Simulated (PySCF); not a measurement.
## Energy profile

The step: BH₃O ([BH2][OH]) → BHO ([BH][O]) + H₂; bonds formed: H2–H4; bonds broken: B1–H2, O3–H4 (atoms numbered as in the saddle structure below).

```
atom    x (Å)    y (Å)    z (Å)
  B1   0.0382   0.2082  -0.3198
  H2   0.1976   0.1148   1.0953
  O3  -0.4587  -0.9160  -0.6858
  H4  -0.1828  -0.6799   0.6269
  H5   0.4056   1.2728  -0.7167
```

Electronic energies by CCSD(T) at an estimated basis limit (MP2 extrapolated from triple and quadruple zeta, plus CCSD(T) − MP2 in triple zeta), on PBE0-D4/def2-TZVP structures; BH$_{3}$O, closed shell; no counterpoise correction. PySCF 2.14 with density fitting (its default auxiliary sets; JK sets also for MP2 and CCSD(T)); basis: def2-TZVPP and def2-QZVPP; cores frozen in the correlated methods. Extrapolation: Hartree–Fock as exp(−7.88 √X), correlation as X^−2.97.

(1) Give the profile in kJ/mol, counted from the start structure. (An estimate is asked for; the value comes from the calculation.)

No T1 diagnostic of these runs exceeds 0.021.

Results:

(1) Computed:
| point | kJ/mol |
| --- | --- |
| start structure | 0.0 |
| saddle | 254.3 |
| end structure | 61.5 |
| separated: BHO (linked as [BH][O]; B1, O3, H5; singlet) + H$_{2}$ (H2, H4; singlet) | 64.0 |

For scale, one of the runs: CCSD(T)/def2-TZVPP, 104 basis functions, launched by `OMP_NUM_THREADS=4 python run.py`. The run took about 14 s on 4 CPU threads of an Arm Neoverse V2 (shared host).
